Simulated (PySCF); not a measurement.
C4H12Si2, SMILES C=C(C)[SiH2][SiH2]C.

Coordinates come from a PBE0-D3(BJ)/def2-SVP optimisation. This is a generated structure with no PubChem entry under its InChIKey; it may be hypothetical. One conformer was computed; it need not be the lowest.

Two levels are set side by side: PBE/def2-TZVP (PySCF) and CAM-B3LYP/def2-TZVP (PySCF). Same geometry, gas phase. Differences are taken from unrounded values.

```
quantity                     CAM-B3LYP    PBE  PBE minus CAM-B3LYP
---------------------------  ---------  -----  -------------------
orbital gap (eV)                  9.31   4.89                -4.41
highest occupied level (eV)      -8.47  -6.14                 2.33
lowest empty level (eV)           0.83  -1.25                -2.08
dipole moment (D)                 0.29   0.36                 0.08
```

PBE's occupied levels lie high since its potential decays too fast outside the molecule; exact exchange lowers them and widens the gap. Differences between two approximate levels are no errors against the true value.

Rough cost on one machine, each run with all the roots and properties that it gave: CAM-B3LYP against PBE within a factor of 2.
